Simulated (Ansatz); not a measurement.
The same path of ClGe2H5O + H2 (11 atoms, charge 0, multiplicity 1) was run twice with different band settings. Lost on the way: Ge1–Ge2, H10–H11. Made: Ge1–H10, Ge2–H11.

Method: Ansatz, RKS PBE-D4/def2-SVP.

Relaxed end points:

```xyz
11
Properties=species:S:1:pos:R:3
Ge -0.064 0.466 0.044
Ge -0.148 0.373 2.483
H -1.604 0.040 2.897
H 0.807 -0.727 3.003
H 0.251 1.747 3.082
H 1.280 0.807 -0.644
O -1.196 1.680 -0.640
H -2.100 1.555 -0.295
Cl -0.675 -1.540 -0.636
H 1.034 -3.127 1.112
H 1.502 -3.467 1.620
```

```xyz
11
Properties=species:S:1:pos:R:3
Ge 0.044 -0.622 -0.851
Ge 0.194 0.043 3.260
H -1.283 -0.343 2.984
H 0.521 -0.291 4.740
H 0.408 1.553 3.012
H 1.476 -0.135 -1.149
O -0.659 0.668 0.181
H -1.583 0.468 0.423
Cl -1.076 -0.729 -2.722
H -0.077 -2.018 -0.187
H 1.122 -0.788 2.337
```

Common settings: spring 5.0 eV/Å²; optimiser quadratic models (default); start path through a guess of the saddle point; force threshold 0.05 eV/Å; iteration limit 60; end points relaxed.

| run | movable images | climbing image |
| --- | --- | --- |
| 1 | 7 | yes |
| 2 | 1 | no |

Q: What does each run give, and how far can it be trusted?

A: Run 1: converged after 41 iterations, highest image 2.569 eV above the first end. Neighbouring images differ by up to 2.1 eV, so the band resolves the path poorly. A vibrational analysis at the climbing image gives one clearly imaginary mode, 1250i cm⁻¹: a first-order saddle point.
Run 2: converged after 46 iterations, highest image 0.114 eV above the first end. No image climbed, so the highest image needn't sit at the top of the path. A band with more images between the same ends climbed to 2.57 eV, so this one has probably stepped over the top. So few images can step over the top or miss a turn of the path.
The orbitals stay closed-shell, which can raise the energy where a bond breaks towards radicals; this wasn't checked here.
